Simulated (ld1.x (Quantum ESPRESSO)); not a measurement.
**An all-electron radial function and its pseudo partner (carbon)**

Columns: radius, all-electron u(r) and pseudo u(r) of the 2s shell (level -13.65 eV) of carbon in the configuration [He] 2s2 2p2; PBEsol, scalar-relativistic, TM scheme, ld1.x (Quantum ESPRESSO) 7.5.

```
r (bohr)  all-electron   pseudo
   0.128        0.3486  -0.0717
   0.255        0.2344  -0.1507
   0.382       -0.0089  -0.2451
   0.510       -0.2577  -0.3611
   0.638       -0.4653  -0.4938
   0.765       -0.6201  -0.6233
   0.893       -0.7257  -0.7257
   1.020       -0.7875  -0.7875
   1.148       -0.8150  -0.8150
   1.275       -0.8161  -0.8161
   1.402       -0.7982  -0.7982
   1.530       -0.7666  -0.7666
   1.658       -0.7263  -0.7263
   1.785       -0.6810  -0.6810
   1.912       -0.6331  -0.6331
   2.040       -0.5841  -0.5841
   2.168       -0.5357  -0.5357
   2.295       -0.4893  -0.4893
   2.422       -0.4451  -0.4451
   2.550       -0.4031  -0.4031
   2.678       -0.3640  -0.3640
   2.805       -0.3281  -0.3281
   2.932       -0.2951  -0.2951
   3.060       -0.2647  -0.2647
   3.188       -0.2370  -0.2370
   3.315       -0.2121  -0.2121
```

(1) How many radial nodes do the two functions have?

(2) At about which radius was the pseudo-wave matched?

(3) Is the pseudo-wave norm-conserving?

## Answers

(1) The all-electron 2s function has n − l − 1 = 1; the pseudo-wave has 0, since the states of the same l below it are removed with the core.

(2) 0.95 bohr, where the columns begin to agree (steps of 0.13 bohr).

(3) Yes: the TM scheme keeps the norm inside the radius equal to the all-electron one, which fixes the energy derivative of the logarithmic derivative at the level.
